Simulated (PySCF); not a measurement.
YF2, SMILES [F][Y+][F], charge +1.

Coordinates come from a B3LYP-D3(BJ)/def2-TZVP optimisation. The multiplicity is an assumed one; other spin states were not compared. The isomer is the one that the SMILES or the coordinates give; other isomers of the formula were not compared. The def2 effective core potentials stand for the cores of Y; spin–orbit coupling is left out.

Computed with TDA-PBE/def2-TZVPD run with PySCF.

Vertical excitations.  State labels are in the subgroup C2v.

Computed excitation energies, oscillator strengths and character:
| state | symmetry | energy (eV) | λ (nm) | f | main pairs |
|---|---|---|---|---|---|
| S1 | B2 | 5.59 | 222 | 0.003 | HOMO→LUMO 100 % |
| S2 | A1 | 5.97 | 208 | 0.000 | HOMO−1→LUMO 100 % |
| S3 | B1 | 6.01 | 206 | 0.012 | HOMO−2→LUMO 100 % |
| S4 | A2 | 6.22 | 199 | 0.000 | HOMO−3→LUMO 92 % |
| S5 | A2 | 6.23 | 199 | 0.000 | HOMO→LUMO+1 92 % |
| S6 | B2 | 6.48 | 191 | 0.002 | HOMO−4→LUMO 97 % |
| S7 | B2 | 6.50 | 191 | 0.004 | HOMO→LUMO+2 94 % |
| S8 | A1 | 6.59 | 188 | 0.003 | HOMO−5→LUMO 98 % |
| S9 | B1 | 6.62 | 187 | 0.000 | HOMO−1→LUMO+1 99 % |
| S10 | A1 | 6.70 | 185 | 0.001 | HOMO−2→LUMO+1 73 %, HOMO−1→LUMO+2 25 % |
| T1 | B2 | 5.55 | 223 | 0 | HOMO→LUMO 100 % |
| T2 | A1 | 5.91 | 210 | 0 | HOMO−1→LUMO 100 % |
| T3 | B1 | 5.92 | 209 | 0 | HOMO−2→LUMO 100 % |
| T4 | A2 | 6.13 | 202 | 0 | HOMO−3→LUMO 98 % |
Triplets are in the Tamm–Dancoff approximation.
